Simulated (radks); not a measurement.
Numerical settings for neutral technetium, [Kr] 4d5 5s2. All-electron calculation, non-relativistic Kohn-Sham, LDA (Slater exchange, Perdew-Wang correlation), spin-unpolarised, spherical densities, point nucleus; relativity is left out, which matters for an element this heavy. Program: a radial shooting solver on a logarithmic mesh with Libxc functionals. The defaults (mesh step 0.008 in ln r, mesh end at 40 bohr or more with all orbitals vanishing there, Anderson mixing 0.5 over 9 steps, residual threshold near 1e-9 with the energy settled to 1e-9 hartree or 1e-11 of itself, here a cap of 75 iterations) give E = -4202.1716 hartree and 5s at -4.998 eV in 13 iterations. Run on one thread of a shared host, so times are rough (Intel(R) Xeon(R) Platinum 8488C): 0.09 s of CPU time, 0.09 s wall, 13 iterations on 2725 mesh points. One setting is changed at a time: mesh step in ln r 0.005; mesh step in ln r 0.2; mesh step in ln r 0.003; mesh end (bohr) 400; mesh end (bohr) 12; residual threshold 1e-13; residual threshold 0.01; mixing 1; linear mixing, mixing 0.05; linear mixing, mixing 0.2; mixing history 20; iteration cap 5. Which runs fail to converge, and which converge to a wrong energy?

Answer. Not converged within the cap: mesh step in ln r 0.2; linear mixing, mixing 0.05; linear mixing, mixing 0.2; iteration cap 5. No run marked as converged misses the energy by more than 1 mhartree.
